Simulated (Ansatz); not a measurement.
`C[B](C)[AlH2]` + NH₃ → `CB(C)N` + `[AlH3]` at 700 K and 1 bar (cleavage of the B–Al bond).

Computed with Ansatz on PBE0-D4/def2-TZVP structures; ΔE is electronic, products minus reactants. CCSD(T)/CBS is the MP2 limit (def2-TZVPP, def2-QZVPP) plus CCSD(T) − MP2 in def2-TZVPP, frozen cores. This one scheme is used for every species. Each species was taken in one conformer, which may not be the lowest.

```json
{"species": "`C[B](C)[AlH2]`", "CCSD(T)/CBS energy (Eh)": "-347.69710", "H − E (kJ/mol)": "318.6", "S (J/(mol·K))": "472.8"}
{"species": "NH₃", "CCSD(T)/CBS energy (Eh)": "-56.50880", "H − E (kJ/mol)": "116.9", "S (J/(mol·K))": "226.5"}
{"species": "`CB(C)N`", "CCSD(T)/CBS energy (Eh)": "-160.48988", "H − E (kJ/mol)": "349.6", "S (J/(mol·K))": "424.0"}
{"species": "`[AlH3]`", "CCSD(T)/CBS energy (Eh)": "-243.78045", "H − E (kJ/mol)": "80.2", "S (J/(mol·K))": "251.4"}
```

H − E and S are ideal-gas, rigid-rotor, harmonic terms from PBE0-D4/def2-TZVP, for one conformer and one mirror image of each species. 1 Eh = 2625.50 kJ/mol, R = 8.31446 J/(mol·K).

**Question.** By hand: ΔE, ΔH, ΔS and ΔG.

**Answer.** ΔE = (-160.48988) + (-243.78045) − (-347.69710) − (-56.50880) = -0.06443 Eh = -169.2 kJ/mol. Δ(H − E) = 349.6 + 80.2 − 318.6 − 116.9 = -5.7, so ΔH = -174.9 kJ/mol. ΔS = 424.0 + 251.4 − 472.8 − 226.5 = -23.9 J/(mol·K). ΔG = -174.9 − 700 × (-23.9)/1000 = -158.2 kJ/mol.

**Question.** By hand: the equilibrium constant, and the temperature at which ΔG would vanish if ΔH and ΔS stayed fixed.

**Answer.** log₁₀ K = −ΔG/(RT ln 10) = 11.8. ΔG = 0 at ΔH/ΔS = 7318 K, far beyond where these terms or the molecules hold.

ΔH outweighs TΔS. A doubt of 5 kJ/mol in ΔE shifts log₁₀ K by 0.4 here. Other conformers and mirror images would add mixing entropy, several J/(mol·K) or more a flexible species. These are equilibria of isolated gas molecules and say nothing of rates. Largest T1 diagnostic: 0.011 (customary marks: 0.02 for closed shells, 0.045 for open ones).
